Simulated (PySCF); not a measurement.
BF, charge -1, doublet, geometry from GFN2-xTB (the spin is typed, not shown lowest); PySCF with R2SCAN/6-31G.

Input for PySCF:
```python
from pyscf import gto, scf, dft

mol = gto.Mole()
mol.atom = '''
    B    -0.00000000   -0.00000000   -1.05967647
    F     0.00000000    0.00000000    0.58870915
'''
mol.basis = '6-31g'
mol.charge = -1
mol.spin = 1
mol.verbose = 4
mol.symmetry = True
mol.build()

mf = dft.UKS(mol)
mf.xc = 'r2scan'
mf.kernel()
mf.analyze()
```

Task: Predict the main parts of the log of this PySCF run.

Result: 
```
PySCF version 2.14.0

[INPUT] verbose = 4
[INPUT] num. atoms = 2
[INPUT] num. electrons = 15
[INPUT] charge = -1
[INPUT] spin (= nelec alpha-beta = 2S) = 1
[INPUT] symmetry True subgroup None
[INPUT] Mole.unit = angstrom
[INPUT] Symbol           X                Y                Z      unit          X                Y                Z       unit  Magmom
[...]
nuclear repulsion = 14.4462401288116
point group symmetry = Coov
symmetry origin: [0. 0. 0.]
symmetry axis x: [1. 0. 0.]
symmetry axis y: [0. 1. 0.]
symmetry axis z: [0. 0. 1.]
num. orbitals of irrep A1 = 10
num. orbitals of irrep E1x = 4
num. orbitals of irrep E1y = 4
number of shells = 10
number of NR pGTOs = 44
number of NR cGTOs = 18
basis = 6-31g
ecp = {}

******** <class 'pyscf.dft.uks_symm.SymAdaptedUKS'> ********
method = SymAdaptedUKS
initial guess = minao
damping factor = 0
level_shift factor = 0
DIIS = <class 'pyscf.scf.diis.CDIIS'>
diis_start_cycle = 1
diis_space = 8
diis_damp = 0
SCF conv_tol = 1e-09
SCF conv_tol_grad = None
SCF max_cycles = 50
direct_scf = True
direct_scf_tol = 1e-13
number electrons alpha = 8  beta = 7
XC library pyscf.dft.libxc version 7.1.2
    S. Lehtola, C. Steigemann, M. J. T. Oliveira, and M. A. L. Marques,  SoftwareX 7, 1–5 (2018)
XC functionals = r2scan
    J. W. Furness, A. D. Kaplan, J. Ning, J. P. Perdew, and J. Sun,  J. Phys. Chem. Lett. 11, 8208–8215 (2020)
    J. W. Furness, A. D. Kaplan, J. Ning, J. P. Perdew, and J. Sun,  J. Phys. Chem. Lett. 11, 9248–9248 (2020)
    J. W. Furness, A. D. Kaplan, J. Ning, J. P. Perdew, and J. Sun,  J. Phys. Chem. Lett. 11, 8208–8215 (2020)
    J. W. Furness, A. D. Kaplan, J. Ning, J. P. Perdew, and J. Sun,  J. Phys. Chem. Lett. 11, 9248–9248 (2020)
radial grids:
    Treutler-Ahlrichs [JCP 102, 346 (1995); DOI:10.1063/1.469408] (M4) radial grids

becke partition: Becke, JCP 88, 2547 (1988); DOI:10.1063/1.454033
pruning grids: <function nwchem_prune>
grids dens level: 3
symmetrized grids: True
atomic radii adjust function: <function treutler_atomic_radii_adjust>
small_rho_cutoff = 0
Freeze 0 electrons in irreps []
    15 free electrons in irreps A1 E1x E1y
Set gradient conv threshold to 3.16228e-05
tot grids = 28312
init E= -124.394912432124

cycle= 1 E= -124.409604207828  delta_E= -0.0147  |g|= 0.473  |ddm|= 0.89

cycle= 2 E= -123.647073256085  delta_E= 0.763  |g|= 1.47  |ddm|= 1.03

cycle= 3 E= -124.483645411529  delta_E= -0.837  |g|= 0.0828  |ddm|= 0.863

cycle= 4 E= -124.488640287453  delta_E= -0.00499  |g|= 0.0408  |ddm|= 0.212

cycle= 5 E= -124.489593967756  delta_E= -0.000954  |g|= 0.0141  |ddm|= 0.0478

cycle= 6 E= -124.489600327006  delta_E= -6.36e-06  |g|= 0.014  |ddm|= 0.00259

cycle= 7 E= -124.489602799619  delta_E= -2.47e-06  |g|= 0.014  |ddm|= 0.00126

cycle= 8 E= -124.489602713554  delta_E= 8.61e-08  |g|= 0.014  |ddm|= 0.00018

cycle= 9 E= -124.489604053985  delta_E= -1.34e-06  |g|= 0.014  |ddm|= 0.00129

cycle= 10 E= -124.489606924002  delta_E= -2.87e-06  |g|= 0.0141  |ddm|= 0.0029

cycle= 11 E= -124.489607793135  delta_E= -8.69e-07  |g|= 0.0142  |ddm|= 0.00236

cycle= 12 E= -124.489604849406  delta_E= 2.94e-06  |g|= 0.0141  |ddm|= 0.00121

cycle= 13 E= -124.489607927322  delta_E= -3.08e-06  |g|= 0.0141  |ddm|= 0.00104

cycle= 14 E= -124.489604489098  delta_E= 3.44e-06  |g|= 0.014  |ddm|= 0.00176

cycle= 15 E= -124.489598307856  delta_E= 6.18e-06  |g|= 0.0148  |ddm|= 0.00556

cycle= 16 E= -124.48960120543  delta_E= -2.9e-06  |g|= 0.0145  |ddm|= 0.00175

cycle= 17 E= -124.489607022771  delta_E= -5.82e-06  |g|= 0.0143  |ddm|= 0.00503

cycle= 18 E= -124.489602773821  delta_E= 4.25e-06  |g|= 0.0143  |ddm|= 0.00169

cycle= 19 E= -124.489604645073  delta_E= -1.87e-06  |g|= 0.0144  |ddm|= 0.00227

cycle= 20 E= -124.489605020474  delta_E= -3.75e-07  |g|= 0.0146  |ddm|= 0.00205

cycle= 21 E= -124.489606989295  delta_E= -1.97e-06  |g|= 0.0146  |ddm|= 0.00188

cycle= 22 E= -124.489608529798  delta_E= -1.54e-06  |g|= 0.0145  |ddm|= 0.00146

[...]

cycle= 42 E= -124.489602959359  delta_E= -3.82e-06  |g|= 0.0142  |ddm|= 0.00272

cycle= 43 E= -124.489603312563  delta_E= -3.53e-07  |g|= 0.0142  |ddm|= 0.00112

cycle= 44 E= -124.4896006109  delta_E= 2.7e-06  |g|= 0.0142  |ddm|= 0.00278

cycle= 45 E= -124.489602087607  delta_E= -1.48e-06  |g|= 0.0141  |ddm|= 0.00119

cycle= 46 E= -124.489602751893  delta_E= -6.64e-07  |g|= 0.0141  |ddm|= 0.000505

cycle= 47 E= -124.489601615242  delta_E= 1.14e-06  |g|= 0.0141  |ddm|= 0.000696

cycle= 48 E= -124.489596381812  delta_E= 5.23e-06  |g|= 0.014  |ddm|= 0.00463

cycle= 49 E= -124.489594715859  delta_E= 1.67e-06  |g|= 0.0139  |ddm|= 0.000972

cycle= 50 E= -124.489594708968  delta_E= 6.89e-09  |g|= 0.0139  |ddm|= 0.000505
SCF not converged.
SCF energy = -124.489594708968 after 50 cycles  <S^2> = 0.75906776  2S+1 = 2.0090473
**** SCF Summaries ****
Total Energy =                        -124.489594708967559
Nuclear Repulsion Energy =              14.446240128811606
One-electron Energy =                 -205.517656756979818
Two-electron Energy =                   66.581821919200635
Two-electron Coulomb Energy =           81.208668614579906
DFT Exchange-Correlation Energy =      -14.626846695379273
TODO: total wave-function symmetry for Coov
alpha occupancy for each irrep:     A1  E1x  E1y
                                     5    2    1
beta  occupancy for each irrep:     A1  E1x  E1y
                                     5    1    1
**** MO energy ****
alpha MO #1 (A1 #1), energy= -24.1699200122446 occ= 1
alpha MO #2 (A1 #2), energy= -6.38049913198323 occ= 1
alpha MO #3 (A1 #3), energy= -0.788971530067712 occ= 1
alpha MO #4 (A1 #4), energy= -0.14481300121078 occ= 1
alpha MO #5 (E1x #1), energy= -0.0534458559852418 occ= 1
alpha MO #6 (E1y #1), energy= -0.0534458559852418 occ= 1
alpha MO #7 (A1 #5), energy= 0.0314748192846763 occ= 1
alpha MO #8 (E1x #2), energy= 0.174237702646628 occ= 1
alpha MO #9 (E1y #2), energy= 0.174237702646628 occ= 0
alpha MO #10 (A1 #6), energy= 0.339163111778389 occ= 0
alpha MO #11 (E1x #3), energy= 0.671222008120091 occ= 0
alpha MO #12 (E1y #3), energy= 0.671222008120091 occ= 0
alpha MO #13 (A1 #7), energy= 0.718153099101228 occ= 0
alpha MO #14 (A1 #8), energy= 0.729882351589504 occ= 0
alpha MO #15 (E1x #4), energy= 1.49807216939405 occ= 0
alpha MO #16 (E1y #4), energy= 1.49807216939405 occ= 0
alpha MO #17 (A1 #9), energy= 1.56432134973957 occ= 0
alpha MO #18 (A1 #10), energy= 2.04098966054566 occ= 0
beta  MO #1 (A1 #1), energy= -24.1680858129352 occ= 1
beta  MO #2 (A1 #2), energy= -6.3718577944941 occ= 1
beta  MO #3 (A1 #3), energy= -0.78694066329914 occ= 1
beta  MO #4 (A1 #4), energy= -0.130610115663507 occ= 1
beta  MO #5 (E1x #1), energy= -0.0411320046499073 occ= 1
beta  MO #6 (E1y #1), energy= -0.0411320046499073 occ= 1
beta  MO #7 (A1 #5), energy= 0.0640562831153342 occ= 1
beta  MO #8 (E1x #2), energy= 0.269711019700004 occ= 0
beta  MO #9 (E1y #2), energy= 0.269711019700004 occ= 0
beta  MO #10 (A1 #6), energy= 0.370763964907184 occ= 0
beta  MO #11 (A1 #7), energy= 0.730984228024805 occ= 0
beta  MO #12 (A1 #8), energy= 0.773424407048445 occ= 0
beta  MO #13 (E1x #3), energy= 0.777825340467635 occ= 0
beta  MO #14 (E1y #3), energy= 0.777825340467635 occ= 0
beta  MO #15 (E1x #4), energy= 1.5055813217568 occ= 0
beta  MO #16 (E1y #4), energy= 1.5055813217568 occ= 0
beta  MO #17 (A1 #9), energy= 1.56888855203334 occ= 0
beta  MO #18 (A1 #10), energy= 2.04989015476978 occ= 0
 ** Mulliken pop alpha/beta on meta-lowdin orthogonal AOs **
 ** Mulliken pop       alpha | beta **
[...]
In total             8.00000 | 7.00000
 ** Mulliken atomic charges   ( Nelec_alpha | Nelec_beta ) **
charge of  0B =     -0.57795  (     3.28229      2.29566 )
charge of  1F =     -0.42205  (     4.71771      4.70434 )

WARN: System has nonzero charge -1; the dipole moment is origin-dependent.
Location of origin: [0. 0. 0.]

Dipole moment(X, Y, Z, Debye):  0.00000,  0.00000,  3.43134
```

The run did not converge; its last values are not results.
